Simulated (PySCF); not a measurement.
SMILES B[SiH2]CO (CH7BOSi), GFN2-xTB optimised geometry.

```
11

B      1.65     0.78    -1.60
Si     1.04    -0.17     0.00
C     -0.89    -0.17     0.00
O     -1.40     1.16     0.00
H      1.85     1.93    -1.60
H      1.79     0.22    -2.62
H      1.40    -1.59     0.16
H      1.39     0.44     1.31
H     -1.30    -0.73     0.85
H     -1.28    -0.63    -0.91
H     -1.13     1.59     0.82
```

Density from PySCF 2.14.0 with PBE/def2-TZVP at that geometry.

Minimum of the electron density along straight lines between bonded atoms, close to the bond critical point (lines longer than 1.1 times the sum of covalent radii, or with two minima, are not listed):

```json
[
 {"bond": "B1–Si2", "length / Å": "1.951", "ρ at the minimum / e bohr⁻³": "0.119", "∇²ρ there / e bohr⁻⁵": "-0.03", "position (fraction from the first atom)": "0.61"},
 {"bond": "Si2–C3", "length / Å": "1.933", "ρ at the minimum / e bohr⁻³": "0.110", "∇²ρ there / e bohr⁻⁵": "0.12", "position (fraction from the first atom)": "0.39"},
 {"bond": "C3–O4", "length / Å": "1.422", "ρ at the minimum / e bohr⁻³": "0.256", "∇²ρ there / e bohr⁻⁵": "-0.54", "position (fraction from the first atom)": "0.37"},
 {"bond": "B1–H5", "length / Å": "1.170", "ρ at the minimum / e bohr⁻³": "0.193", "∇²ρ there / e bohr⁻⁵": "-0.40", "position (fraction from the first atom)": "0.45"},
 {"bond": "B1–H6", "length / Å": "1.171", "ρ at the minimum / e bohr⁻³": "0.192", "∇²ρ there / e bohr⁻⁵": "-0.40", "position (fraction from the first atom)": "0.45"},
 {"bond": "Si2–H7", "length / Å": "1.474", "ρ at the minimum / e bohr⁻³": "0.120", "∇²ρ there / e bohr⁻⁵": "0.17", "position (fraction from the first atom)": "0.50"},
 {"bond": "Si2–H8", "length / Å": "1.481", "ρ at the minimum / e bohr⁻³": "0.119", "∇²ρ there / e bohr⁻⁵": "0.16", "position (fraction from the first atom)": "0.50"},
 {"bond": "C3–H9", "length / Å": "1.096", "ρ at the minimum / e bohr⁻³": "0.276", "∇²ρ there / e bohr⁻⁵": "-0.93", "position (fraction from the first atom)": "0.64"},
 {"bond": "C3–H10", "length / Å": "1.091", "ρ at the minimum / e bohr⁻³": "0.281", "∇²ρ there / e bohr⁻⁵": "-0.97", "position (fraction from the first atom)": "0.65"},
 {"bond": "O4–H11", "length / Å": "0.962", "ρ at the minimum / e bohr⁻³": "0.363", "∇²ρ there / e bohr⁻⁵": "-2.40", "position (fraction from the first atom)": "0.80"}
]
```
